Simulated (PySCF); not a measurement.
**One reaction down a group: F, Cl, Br, I**

The same gas-phase reaction for F, Cl, Br, I:
- 3 GeH₂ + SiF₄ → H₃SiGeH₃ + 2 GeF₂
- 3 GeH₂ + SiCl₄ → H₃SiGeH₃ + 2 GeCl₂
- 3 GeH₂ + SiBr₄ → H₃SiGeH₃ + 2 GeBr₂
- 3 GeH₂ + SiI₄ → H₃SiGeH₃ + 2 GeI₂

Computed with PySCF and rigid-rotor harmonic-oscillator thermochemistry at 1 bar. † marks an energy on the PBE0/def2-TZVP geometry and frequencies. MP2 and CCSD(T) freeze the core. All species are closed-shell singlets. I: scalar-relativistic def2 core potential, no spin-orbit coupling. Br, Ge: all electrons, no relativistic terms. GeH₂: computed as isolated molecules; such fragments, hydroxides, amides, oligomers or adducts are transient or little studied in the gas. MP2 isn't extrapolated to the basis-set limit. CCSD(T) isn't extrapolated to the basis-set limit. The harmonic model lacks anharmonicity and excited electronic states, which grow with temperature; levels with a mode under 35 cm⁻¹ are left out. Internal rotation in H₃SiGeH₃ is treated as a harmonic vibration of one conformer, which makes the entropy rough. Soft modes under 120 cm⁻¹ make the harmonic entropy rough for SiBr₄, GeBr₂, SiI₄, GeI₂.

ΔH°(298 K) in kJ, by level:

```tsv
level	F	Cl	Br	I
ωB97M-V/def2-TZVP†	-108.0	-307.2	-360.2	-394.3
HF/def2-TZVP†	-17.4	-284.8	-351.7	-396.1
r2SCAN/def2-TZVP†	-140.1	-357.4	-418.0	-462.0
CCSD(T)/def2-SVP†	-137.9	-304.9	-369.1	-422.4
PBE/def2-TZVP†	-166.1	-362.2	-418.3	-456.9
MP2/def2-TZVPP†	-119.8	-332.6	-382.6	-417.1
```

At ωB97M-V/def2-TZVP†, ΔH° falls from F to I, over a range of 286.3 kJ; the steps are -199.2, -53.0, -34.1 kJ. 6 of the 6 levels shown give the same order. The levels scatter most for F (148.7 kJ between the highest and the lowest) and least for Br (66.6 kJ). ΔS°(298 K) runs from -113.5 to -109.3 J/K, so TΔS° at 298 K spreads over 1.3 kJ among the members, against 286.3 kJ for ΔH°.

Free energies at ωB97M-V/def2-TZVP†:

| member | ΔS°(298 K), J/K | ΔG°(298 K), kJ | ΔG°(1800 K), kJ | ΔG° changes sign |
|---|---|---|---|---|
| F | -109.9 | -75 | 76 | 1000 to 1200 K |
| Cl | -109.3 | -275 | -117 | none from 298 to 2500 K |
| Br | -110.5 | -327 | -166 | none from 298 to 2500 K |
| I | -113.5 | -360 | -193 | none from 298 to 2500 K |

The NASA 1993 table holds none of these reactions whole; the comparison is among the levels.
